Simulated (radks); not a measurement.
Q: Excited configurations of Re+: one electron is placed in a higher orbital outside [Xe] 4f14 5d5. The ground configuration is [Xe] 4f14 5d5 6s1. Calculated with a radial shooting solver on a logarithmic mesh with Libxc functionals: Dirac Kohn-Sham, LDA (Slater exchange, Perdew-Wang correlation), spin-unpolarised, spherical densities, finite nucleus; open shells fill j = l - 1/2 first; Fermi nuclear charge, rms radius 5.3698 fm. Excitation = E - E(ground); binding = E(ion) - E, where the ion is the core of charge +2; n* = 2/sqrt(2 binding) in atomic units, and the quantum defect is n - n*.

| outer orbital | excitation (eV) | binding (eV) | n* | quantum defect | eigenvalue (eV) | <r> (bohr) |
|---|---|---|---|---|---|---|
| 5f5/2 | 12.974 | 3.582 | 3.898 | 1.102 | -2.503 | 8.313 |
| 6p1/2 | 5.168 | 11.389 | 2.186 | 3.814 | -8.424 | 3.511 |
| 6d3/2 | 11.084 | 5.472 | 3.154 | 2.846 | -3.986 | 6.241 |
| 6f5/2 | 14.120 | 2.436 | 4.726 | 1.274 | -1.831 | 14.23 |
| 7s1/2 | 9.966 | 6.590 | 2.874 | 4.126 | -5.185 | 6.459 |
| 7p1/2 | 11.315 | 5.241 | 3.222 | 3.778 | -4.084 | 7.695 |
| 7d3/2 | 13.292 | 3.264 | 4.083 | 2.917 | -2.518 | 11.62 |

Estimate the row for 7f5/2.

A: excitation (eV) 14.819; binding (eV) 1.737; n* 5.597; quantum defect 1.403; eigenvalue (eV) -1.356; <r> (bohr) 21.59. The Delta-SCF ionisation energy is 16.556 eV (NIST Atomic Spectra Database: 16.6 eV, semi-empirical). Self-interaction in the functional shifts the binding energies and quantum defects, so they are the method's values and not measured ones. Spin polarisation and multiplet splitting are left out, so open shells lie too high by an amount that depends on their filling.

Beside tabulated values, note that spin-unpolarised runs miss the spin-polarisation part of the exchange energy of open shells.
